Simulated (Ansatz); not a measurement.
Compare A (`CC1OB1N`) with its isomer B (`BOC(=C)N`).

Program: Ansatz. Geometries: PBE0-D4/def2-TZVP. ΔE: electronic, gas phase. CCSD(T)/CBS adds triple-zeta CCSD(T) − MP2 to the extrapolated MP2 energy (def2 sets, frozen cores). DFT in def2-TZVPP. B3LYP here is the variant with VWN-RPA as its local correlation; programs differ in this. Each species was taken in one conformer, which may not be the lowest.

A:

```xyz
11

C     0.3716   -1.2432   -1.0897
C    -0.0965    0.1454   -0.7798
O    -1.4163    0.2169   -0.0622
B    -0.3442    0.6903    0.6053
N    -0.0511    1.2434    1.8405
H     1.4054   -1.2119   -1.4460
H     0.3392   -1.8845   -0.2069
H    -0.2379   -1.7042   -1.8728
H    -0.0909    0.8212   -1.6347
H    -0.7537    1.4006    2.5423
H     0.8745    1.5260    2.1041
```

B:

```xyz
11

B    -0.667   -1.686    0.742
O     0.382   -0.928    0.369
C     0.361    0.319   -0.196
C     1.522    0.952   -0.352
N    -0.874    0.756   -0.625
H    -0.398   -2.754    1.203
H    -1.802   -1.314    0.639
H     1.560    1.946   -0.774
H     2.442    0.459   -0.076
H    -1.647    0.530   -0.017
H    -0.879    1.720   -0.915
```

Question: Which is lower in electronic energy at CCSD(T)/CBS, and by how much? (An estimate is asked.)

Answer: Ansatz gave: A, by 115.2 kJ/mol.

Question: Give E(B) − E(A) in kJ/mol with PBE0-D4, MP2/def2-TZVPP, B3LYP-D4, CCSD(T)/def2-TZVPP, HF/def2-TZVPP, PBE-D4, ωB97M-V. (An estimate is asked.)

Answer: Ansatz gave: PBE0-D4 121.5, MP2/def2-TZVPP 124.6, B3LYP-D4 105.0, CCSD(T)/def2-TZVPP 114.4, HF/def2-TZVPP 92.6, PBE-D4 118.9, ωB97M-V 118.7. None reverses the order clearly.

Largest T1 diagnostic: 0.014.

In def2-TZVPP, CCSD(T) changes the Hartree–Fock value by +21.7 kJ/mol (the triples alone add −0.4 kJ/mol) and MP2 by +32.0 kJ/mol.
